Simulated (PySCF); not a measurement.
C2H7FSi2, SMILES F[SiH2]/C=C\[SiH3].

Coordinates come from a PBE0-D3(BJ)/def2-SVP optimisation. The structure was generated by enumeration; whether it is a known compound was not checked. Other conformers were not sampled.

All values below come from PBE0-D3(BJ)/def2-SVP (PySCF).

Frequencies are harmonic and unscaled.

| mode | ν (cm⁻¹) | IR (km/mol) | Raman (Å⁴/amu) | depolarisation | moving atoms (share of kinetic energy) |
|---|---|---|---|---|---|
| 1 | 26 | 0.2 | 1.2 | 0.75 | H 33 %, F 29 %, Si 25 %, C 13 % |
| 2 | 116 | 5.0 | 0.2 | 0.38 | F 58 %, Si 32 % |
| 3 | 169 | 0.1 | 0.2 | 0.75 | H 92 % |
| 4 | 221 | 3.1 | 1.4 | 0.35 | Si 46 %, F 20 %, C 19 %, H 15 % |
| 5 | 271 | 0.0 | 8.7 | 0.75 | C 60 %, H 40 % |
| 6 | 466 | 20.3 | 3.4 | 0.74 | C 43 %, Si 25 %, H 25 % |
| 7 | 499 | 1.8 | 15.1 | 0.75 | H 94 % |
| 8 | 607 | 24.0 | 8.1 | 0.10 | C 47 %, Si 29 %, H 23 % |
| 9 | 667 | 1.3 | 1.5 | 0.75 | H 70 %, C 15 %, Si 15 % |
| 10 | 675 | 73.1 | 6.6 | 0.36 | H 41 %, C 36 %, Si 20 % |
| 11 | 707 | 77.9 | 8.0 | 0.75 | H 84 %, Si 8 % |
| 12 | 742 | 47.2 | 3.5 | 0.38 | H 49 %, C 40 %, Si 11 % |
| 13 | 756 | 100.1 | 4.1 | 0.75 | H 77 %, C 19 % |
| 14 | 852 | 18.5 | 6.7 | 0.62 | F 52 %, H 29 %, Si 19 % |
| 15 | 903 | 98.5 | 24.6 | 0.75 | H 84 %, Si 13 % |
| 16 | 942 | 128.9 | 23.2 | 0.74 | H 95 % |
| 17 | 950 | 318.0 | 5.6 | 0.52 | H 72 %, Si 20 % |
| 18 | 957 | 53.5 | 29.6 | 0.75 | H 97 % |
| 19 | 969 | 92.5 | 24.0 | 0.70 | H 88 %, Si 9 % |
| 20 | 1038 | 0.2 | 0.0 | – | H 81 %, C 19 % |
| 21 | 1162 | 5.0 | 18.2 | 0.40 | H 98 % |
| 22 | 1333 | 5.4 | 0.5 | 0.68 | H 70 %, C 30 % |
| 23 | 1656 | 1.2 | 30.3 | 0.25 | C 97 % |
| 24 | 2231 | 147.9 | 145.6 | 0.25 | H 97 % |
| 25 | 2244 | 54.6 | 153.6 | 0.11 | H 98 % |
| 26 | 2249 | 44.9 | 75.3 | 0.75 | H 96 % |
| 27 | 2254 | 183.7 | 107.7 | 0.75 | H 96 % |
| 28 | 2255 | 105.0 | 292.5 | 0.08 | H 98 % |
| 29 | 3115 | 5.6 | 102.8 | 0.64 | H 92 % |
| 30 | 3138 | 7.5 | 172.0 | 0.21 | H 91 %, C 9 % |
